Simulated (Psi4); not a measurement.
Cl₂Sn, triplet, at a GFN2-xTB geometry (such geometries of metal compounds can be far from the true shape) (the spin is typed, not shown lowest) (core potentials on Sn); Psi4 with REVPBE/def2-TZVP.

The Psi4 input:
```
memory 2 GB

molecule {
0 3
Sn    0.00993257   -0.00944619    0.58952790
Cl    1.24741626    1.57493270   -0.86320274
Cl   -1.27662969   -1.54714980   -0.87070284
}

set {
  basis def2-tzvp
  reference uks
  scf_type pk
  puream true
  d_convergence 1e-8
  dft_radial_points 99
  dft_spherical_points 590
}

energy('revpbe')
print_variables()
```

Q: Write the output that Psi4 gives for this input, abridged.

A: 
```
   => Loading Basis Set <=

    Name: DEF2-TZVP
    Role: ORBITAL
    Keyword: BASIS

    !!!  WARNING: ECP capability is in beta. Please check occupations closely.  !!!

         ---------------------------------------------------------
                                   SCF
               by Justin Turney, Rob Parrish, Andy Simmonett
                          and Daniel G. A. Smith
                              UKS Reference
         ---------------------------------------------------------

  ==> Geometry <==

    Molecular point group: c2v
    Full point group: C2v

    Geometry (in Angstrom), charge = 0, multiplicity = 3:

       Center              X                  Y                   Z               Mass
    ------------   -----------------  -----------------  -----------------  -----------------
         SN           0.000000000000     0.000000000000     0.536717750606   119.902201630000
         CL          -0.000000000000     2.007377850955    -0.920156582441    34.968852682000
         CL           0.000000000000    -2.007377850955    -0.920156582441    34.968852682000

  Running in c2v symmetry.

  Rotational constants: A =      0.17980  B =      0.05982  C =      0.04489 [cm^-1]
  Rotational constants: A =   5390.41238  B =   1793.27777  C =   1345.61854 [MHz]
  Nuclear repulsion =  197.677820229920542

  Charge       = 0
  Multiplicity = 3
  Electrons    = 56
  Nalpha       = 29
  Nbeta        = 27

  ==> Algorithm <==

  SCF Algorithm Type is PK.
  DIIS enabled.
  MOM disabled.
  Fractional occupation disabled.
  Guess Type is SAD.
  Energy threshold   = 1.00e-06
  Density threshold  = 1.00e-08
  Integral threshold = 1.00e-12

  ==> Primary Basis <==

  Basis Set: DEF2-TZVP
    Blend: DEF2-TZVP
    Number of shells: 42
    Number of basis functions: 124
    Number of Cartesian functions: 143
    Spherical Harmonics?: true
    Max angular momentum: 3

  Core potential: DEF2-TZVP
    Number of shells: 4
    Number of ECP primitives: 18
    Number of ECP core electrons: 28
    Max angular momentum: 3

  ==> DFT Potential <==

   => LibXC <=

    Version 7.1.2
    S. Lehtola, C. Steigemann, M. J. T. Oliveira, and M. A. L. Marques,  SoftwareX 7, 1–5 (2018) (10.1016/j.softx.2017.11.002)

   => Composite Functional: REVPBE <=

    revPBE GGA Exchange-Correlation Functional

    Y. Zhang and W. Yang, Phys. Rev. Lett. 80, 890, 1998

    Deriv               =              1
    GGA                 =           TRUE
    Meta                =          FALSE

    Exchange Hybrid     =          FALSE
    MP2 Hybrid          =          FALSE

   => Exchange Functionals <=

    1.0000   XC_GGA_X_PBE_R

   => Correlation Functionals <=

    1.0000     XC_GGA_C_PBE

   => LibXC Density Thresholds  <==

    XC_GGA_C_PBE:  1.00E-12
    XC_GGA_X_PBE_R:  1.00E-15

   => Molecular Quadrature <=

    Radial Scheme          =       TREUTLER
    Pruning Scheme         =           NONE
    Nuclear Scheme         =       TREUTLER

    Blocking Scheme        =         OCTREE
    BS radius alpha        =              1
    Pruning alpha          =              1
    Radial Points          =             99
    Spherical Points       =            590
    Total Points           =         166086
    Total Blocks           =           1370
    Max Points             =            256
    Max Functions          =            115
    Weights Tolerance      =       1.00E-15

  ==> Integral Setup <==

  Using in-core PK algorithm.
   Calculation information:
      Number of atoms:                   3
      Number of AO shells:              42
      Number of primitives:             83
      Number of atomic orbitals:       143
      Number of basis functions:       124

      Integral cutoff                 1.00e-12
      Number of threads:                 1

  Performing in-core PK
  Using 60070250 doubles for integral storage.
  We computed 314892 shell quartets total.
  Whereas there are 408156 unique shell quartets.

[...]
    Total     124     124
   -------------------------

  ==> Iterations <==

                        Total Energy        Delta E     RMS |[F,P]|

   @UKS iter SAD: -1133.43294435786015   -1.13343e+03   0.00000e+00
   @UKS iter   1: -1134.26458042192621   -8.31636e-01   1.30301e-02 ADIIS/DIIS
   @UKS iter   2: -1133.77792772411362    4.86653e-01   1.95443e-02 ADIIS/DIIS
   @UKS iter   3: -1134.60689561434219   -8.28968e-01   3.09106e-03 ADIIS/DIIS
   @UKS iter   4: -1134.60960301577052   -2.70740e-03   2.20771e-03 ADIIS/DIIS
   @UKS iter   5: -1134.62278836381597   -1.31853e-02   5.05422e-04 ADIIS/DIIS
   @UKS iter   6: -1134.62344961887061   -6.61255e-04   1.31011e-04 ADIIS/DIIS
   @UKS iter   7: -1134.62347422256562   -2.46037e-05   5.56564e-05 DIIS
   @UKS iter   8: -1134.62348496331424   -1.07407e-05   8.95150e-06 DIIS
   @UKS iter   9: -1134.62348516227894   -1.98965e-07   2.90058e-06 DIIS
   @UKS iter  10: -1134.62348518305816   -2.07792e-08   9.41193e-07 DIIS
   @UKS iter  11: -1134.62348518526733   -2.20916e-09   3.60244e-07 DIIS
   @UKS iter  12: -1134.62348518560498   -3.37650e-10   3.97754e-08 DIIS
   @UKS iter  13: -1134.62348518560998   -5.00222e-12   7.67605e-09 DIIS
  Energy and wave function converged.

  ==> Post-Iterations <==

   Electrons on quadrature grid:
      Nalpha   =   28.9999996616 ; deviation = -3.384e-07
      Nbeta    =   26.9999995875 ; deviation = -4.125e-07
      Ntotal   =   55.9999992491 ; deviation = -7.509e-07

   @Spin Contamination Metric:   3.565427725E-03
   @S^2 Expected:                2.000000000E+00
   @S^2 Observed:                2.003565428E+00
   @S   Expected:                1.000000000E+00
   @S   Observed:                1.000000000E+00

    Orbital Energies [Eh]
    ---------------------

    Alpha Occupied:

[...]
    Alpha Virtual:

[...]
    Beta Occupied:

[...]
    Beta Virtual:

[...]
      46A1   113.324488

    Final Occupation by Irrep:
             A1    A2    B1    B2
    DOCC [    11,    3,    4,    9 ]
    SOCC [     1,    0,    1,    0 ]
    NA   [    12,    3,    5,    9 ]
    NB   [    11,    3,    4,    9 ]

  @UKS Final Energy: -1134.62348518560998

   => Energetics <=

    Nuclear Repulsion Energy =            197.6778202299205418
    One-Electron Energy =               -2041.4362545142544150
    Two-Electron Energy =                 783.5452942502113274
    DFT Exchange-Correlation Energy =     -74.4103451514875047
    Empirical Dispersion Energy =           0.0000000000000000
    VV10 Nonlocal Energy =                  0.0000000000000000
    Total Energy =                      -1134.6234851856099795

  UHF NO Occupations:
  HONO-2 :   11 A1 1.9990681
  HONO-1 :    5 B1 1.0000000
  HONO-0 :   12 A1 1.0000000
  LUNO+0 :   13 A1 0.0009319
  LUNO+1 :   14 A1 0.0002452
  LUNO+2 :   10 B2 0.0001703
  LUNO+3 :    6 B1 0.0000981

Computation Completed

Properties will be evaluated at   0.000000,   0.000000,   0.000000 [a0]

Properties computed using the SCF density matrix

 Multipole Moments:

 ------------------------------------------------------------------------------------
     Multipole            Electronic (a.u.)      Nuclear  (a.u.)        Total (a.u.)
 ------------------------------------------------------------------------------------

 L = 1.  Multiply by 2.5417464519 to convert [e a0] to [Debye]
 Dipole X            :          0.0000000            0.0000000            0.0000000
 Dipole Y            :          0.0000000            0.0000000            0.0000000
 Dipole Z            :         37.6804403          -36.8072035            0.8732368
 Magnitude           :                                                    0.8732368

 ------------------------------------------------------------------------------------

  Variable Map:
  ----------------------------------------------------------------------------
[...]
  Array Variable Map:
  ----------------------------------------------------------------------------
[...]
[...]
```
